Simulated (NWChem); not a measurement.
# Spin states of H₃N₂

SMILES: N[NH]
```xyz
5

N      0.6511    -0.3566     0.0959
N     -0.5470     0.1891    -0.1233
H      1.3245     0.4159     0.0242
H     -0.7248     1.1746     0.0674
H     -1.3289    -0.4182     0.1002
```
Charge 0, spin multiplicity 2.

Program: NWChem. All single points use one geometry, from UPBE0/def2-SVP, a minimum by its harmonic frequencies. It is one conformer; others weren't searched.

Basis set: def2-TZVP. The gap is E(quartet) − E(doublet) at the geometry of the doublet, so a negative value puts the higher spin lower. Open shells are unrestricted, coupled cluster uses restricted open-shell references. The quartet is the single determinant that the SCF runs reached; it need not be the lowest quartet, which in molecules with degenerate π orbitals can need several determinants.

The cost column gives rough processor time relative to BLYP; each entry includes its own SCF.

The correlated methods keep 2 core orbitals frozen. B3LYP has NWChem's definition, with VWN1-RPA local correlation. The structure started from a generated list of species. The stability of the SCF solutions was not checked. Open-shell Hartree-Fock references start from PBE0 orbitals; any time given for them includes that run. Coupled-cluster values serve here as a point of comparison, not as the truth.

```json
[
 {"method": "B2PLYP", "vertical doublet-quartet gap (kcal/mol)": "(withheld)", "relative cost": "under 3", "remark": "-"},
 {"method": "PBE", "vertical doublet-quartet gap (kcal/mol)": "154.9", "relative cost": "under 3", "remark": "-"},
 {"method": "B3LYP", "vertical doublet-quartet gap (kcal/mol)": "159.4", "relative cost": "under 3", "remark": "-"},
 {"method": "MP2", "vertical doublet-quartet gap (kcal/mol)": "169.6", "relative cost": "under 3", "remark": "-"},
 {"method": "CCSD(T)", "vertical doublet-quartet gap (kcal/mol)": "(withheld)", "relative cost": "20", "remark": "large amplitudes"},
 {"method": "HF", "vertical doublet-quartet gap (kcal/mol)": "(withheld)", "relative cost": "under 3", "remark": "-"},
 {"method": "BLYP", "vertical doublet-quartet gap (kcal/mol)": "155.1", "relative cost": "1", "remark": "-"},
 {"method": "BHandHLYP", "vertical doublet-quartet gap (kcal/mol)": "163.0", "relative cost": "under 3", "remark": "-"}
]
```

What belongs in the gaps?


- B2PLYP, vertical doublet-quartet gap (kcal/mol): 162.3
- CCSD(T), vertical doublet-quartet gap (kcal/mol): 164.7
- HF, vertical doublet-quartet gap (kcal/mol): 152.9
